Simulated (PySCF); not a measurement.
Match the calculated data to a structure.

All candidates are C5H12O2Si.

* UV, strongest line: among the 10 lowest singlet transitions: S10 at 8.69 eV (143 nm, f = 0.087) [TDDFT wB97X-D/def2-SVPD]
* Polarisability: 90.3 au [wB97X-D/def2-SVPD]
* XPS: Si2p3/2 107.0, C1s 290.0, C1s 290.5 (×2), C1s 292.2 (×2), O1s 537.8 (×2), Si1s 1847.1 eV [ΔSCF SCAN, pcX-2 on the ionised atom, pcseg-1 elsewhere, spin-free X2C, 2p3/2 from a spin–orbit splitting computed afterwards within the 2p shell]
* Valence photoelectron: vertical ionisation energy: 9.73 eV [ΔSCF wB97X-D/def2-SVPD]
* 13C NMR: chemical shifts (computed TMS as zero) by class: 51.2 (2 C), 1.7 (2 C), -5.3 (1 C) ppm [GIAO CAM-B3LYP/pcSseg-1]
* Rotational structure: rotational constants A, B, C: 1.997, 1.370, 0.922 GHz [PBE0-D3(BJ)/def2-SVP]

Electronic properties: PySCF, gas phase, density fitting. Levels stand in brackets. Geometry: PBE0-D3(BJ)/def2-SVP, one conformer, isolated molecule. NMR classes are plain means over equivalent atoms (diastereotopic ones count apart unless rotation or inversion swaps them), as if these changed places fast.

Question: Which candidate is it?
A. `CC(C)CC(=O)O[SiH3]`
B. `CO[SiH](OC)C1CC1`
C. `CCO[C@@H]1CC[SiH2]O1`

Answer: B. It is `CO[SiH](OC)C1CC1`. Numbering: `[CH3:1][O:2][SiH:3]([O:4][CH3:5])[CH:6]1[CH2:7][CH2:8]1`. Its formula, C5H12O2Si, gives 1 degree of unsaturation: 1 ring and 0 π bonds in the structure found. 5 carbons fall into 3 classes; from least to most shielded: methoxy carbon [C1/C5] (51.2 ppm, 2 C), three-membered-ring carbon [C7/C8] (1.7 ppm, 2 C), ring sp3 carbon bound to silicon [C6] (-5.3 ppm). The core levels belong to: Si2p3/2 107.0 eV, oxygen-bound silicon [Si3]; C1s 290.0 eV, sp3 carbon bound to silicon [C6]; C1s 290.5 eV, three-membered-ring carbon [C7/C8]; C1s 292.2 eV, methoxy carbon [C1/C5]; O1s 537.8 eV, silyl ether oxygen [O2/O4]; Si1s 1847.1 eV, oxygen-bound silicon [Si3]. One atom of each topological class was ionised and stands for its class. The first electron is taken from the HOMO, whose largest Löwdin shares are 0.28 on a silyl ether oxygen, 0.14 on the sp3 carbon bound to silicon, 0.12 on the oxygen-bound silicon and 0.10 on a three-membered-ring carbon. The optimised geometry has point group C1 and is an asymmetric top.

The others, at the same levels:
- `CCO[C@@H]1CC[SiH2]O1` fails: its computed core binding energies are Si2p3/2 107.0, C1s 290.2, C1s 290.7, C1s 290.7, C1s 291.9, C1s 293.3, O1s 537.6, O1s 538.1, Si1s 1846.8 eV, vertical ionisation energy is 9.90 eV (against 9.73 eV) and strongest line among the 10 lowest singlet transitions is S5 at 8.46 eV (147 nm, f = 0.051) (against S10 at 8.69 eV).
- `CC(C)CC(=O)O[SiH3]` fails: it has 4 carbon classes against 3; its computed 13C shifts are 185.5 (1 C), 45.0 (1 C), 25.6 (1 C), 23.4 (2 C) ppm, rotational constant A is 4.693 GHz (against 1.997 GHz) and smallest rotational constant is 0.691 GHz (against 0.922 GHz).

Each candidate is one conformer, not necessarily the lowest. Dipoles, sizes and rotational constants follow the conformer. The torsions of the flexible species, by atom-mapped SMILES:
- `[CH3:1][O:2][SiH:3]([O:4][CH3:5])[CH:6]1[CH2:7][CH2:8]1`: C1–O2–Si3–O4 -54°, O2–Si3–O4–C5 164°, O2–Si3–C6–C7 -32°
- `[CH3:1][CH:2]([CH3:3])[CH2:4][C:5](=[O:6])[O:7][SiH3:8]`: C1–C2–C4–C5 168°, C2–C4–C5–O6 -15°, C4–C5–O7–Si8 178°

The conformers of `CCO[C@@H]1CC[SiH2]O1` aren't listed.
